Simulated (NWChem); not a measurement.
System: CH2F2O2Si; SMILES O=C(O)[SiH](F)F

```xyz
8

O      1.2731     1.4589     0.0000
C      0.1222     1.1153     0.0000
O     -0.9084     1.9690     0.0000
Si    -0.4129    -0.7240     0.0000
F      0.2452    -1.4035    -1.3008
F      0.2452    -1.4035     1.3008
H     -0.5409     2.8711     0.0000
H     -1.8685    -0.9679     0.0000
```
Atoms are numbered in this order, from 1.

Computed with NWChem. Geometry: optimised at PBE0/def2-SVP. Level: PBE0/def2-SVP with SMD (1 M gas to 1 M solution), gas-phase geometry. Reactions with the solvent are ignored.

For solvent toluene:

```yaml
solvation free energy (kcal/mol): -3.5
cavity-dispersion-structure term (kcal/mol): -0.6
dipole in solution (D): 3.16
```

Estimate the same quantities for solvent water.

solvation free energy (kcal/mol): -4.5
cavity-dispersion-structure term (kcal/mol): 5.2
dipole in solution (D): 3.70
